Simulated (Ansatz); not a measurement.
Consider the formal exchange of groups at the Sn–C bond: `C#C[CH](F)[SnH3]` + `COBO` → `OB[O][SnH3]` + `C#CC(C)F`.

Gas-phase electronic energies from Ansatz, PBE0-D4/def2-TZVP geometries. CBS: MP2 limit from def2 TZ/QZ plus the TZ coupled-cluster correction, frozen cores. DFT in def2-TZVPP. B3LYP here is the variant with VWN-RPA as its local correlation; programs differ in this. Elements past krypton have def2 core potentials. For Sn outer-core shells are correlated without core-valence functions, which leaves a few kJ/mol of doubt a bond. Each species was taken in one conformer, which may not be the lowest.

```json
{"level": "PBE-D4", "ΔE (kJ/mol)": "-114.1", "difference from CCSD(T)/CBS": "19.3"}
{"level": "r2SCAN-D4", "ΔE (kJ/mol)": "-126.5", "difference from CCSD(T)/CBS": "6.9"}
{"level": "PBE0-D4", "ΔE (kJ/mol)": "-119.8", "difference from CCSD(T)/CBS": "13.6"}
{"level": "B3LYP-D4", "ΔE (kJ/mol)": "-120.8", "difference from CCSD(T)/CBS": "12.6"}
{"level": "ωB97X-V", "ΔE (kJ/mol)": "-128.2", "difference from CCSD(T)/CBS": "5.2"}
{"level": "ωB97M-V", "ΔE (kJ/mol)": "-127.6", "difference from CCSD(T)/CBS": "5.8"}
{"level": "B2PLYP", "ΔE (kJ/mol)": "-127.5", "difference from CCSD(T)/CBS": "5.9"}
{"level": "PBE", "ΔE (kJ/mol)": "-113.9", "difference from CCSD(T)/CBS": "19.5"}
{"level": "r2SCAN", "ΔE (kJ/mol)": "-126.5", "difference from CCSD(T)/CBS": "6.9"}
{"level": "PBE0", "ΔE (kJ/mol)": "-119.7", "difference from CCSD(T)/CBS": "13.7"}
{"level": "B3LYP", "ΔE (kJ/mol)": "-120.4", "difference from CCSD(T)/CBS": "13.0"}
{"level": "HF/def2-TZVPP", "ΔE (kJ/mol)": "-137.4", "difference from CCSD(T)/CBS": "-4.0"}
{"level": "MP2/def2-TZVPP", "ΔE (kJ/mol)": "-133.5", "difference from CCSD(T)/CBS": "-0.1"}
{"level": "SCS-MP2/def2-TZVPP", "ΔE (kJ/mol)": "-133.7", "difference from CCSD(T)/CBS": "-0.3"}
{"level": "CCSD/def2-TZVPP", "ΔE (kJ/mol)": "-130.5", "difference from CCSD(T)/CBS": "2.9"}
{"level": "CCSD(T)/def2-TZVPP", "ΔE (kJ/mol)": "-129.6", "difference from CCSD(T)/CBS": "3.8"}
{"level": "HF/def2-QZVPP", "ΔE (kJ/mol)": "-139.0", "difference from CCSD(T)/CBS": "-5.6"}
{"level": "MP2/def2-QZVPP", "ΔE (kJ/mol)": "-136.3", "difference from CCSD(T)/CBS": "-2.9"}
{"level": "SCS-MP2/def2-QZVPP", "ΔE (kJ/mol)": "-136.5", "difference from CCSD(T)/CBS": "-3.1"}
{"level": "HF/CBS(def2)", "ΔE (kJ/mol)": "-139.2", "difference from CCSD(T)/CBS": "-5.8"}
{"level": "MP2/CBS(def2)", "ΔE (kJ/mol)": "-137.3", "difference from CCSD(T)/CBS": "-3.9"}
{"level": "CCSD/CBS(def2)", "ΔE (kJ/mol)": "-134.3", "difference from CCSD(T)/CBS": "-0.9"}
{"level": "CCSD(T)/CBS", "ΔE (kJ/mol)": "-133.4", "difference from CCSD(T)/CBS": "0"}
```

Largest T1 diagnostic among the species: 0.014.

In def2-TZVPP, CCSD(T) changes the Hartree–Fock value by +7.8 kJ/mol (the triples alone add +0.9 kJ/mol) and MP2 by +3.9 kJ/mol. From PBE to PBE0 (25 % exact exchange), in def2-TZVPP and without D4, ΔE moves by −5.8 kJ/mol.
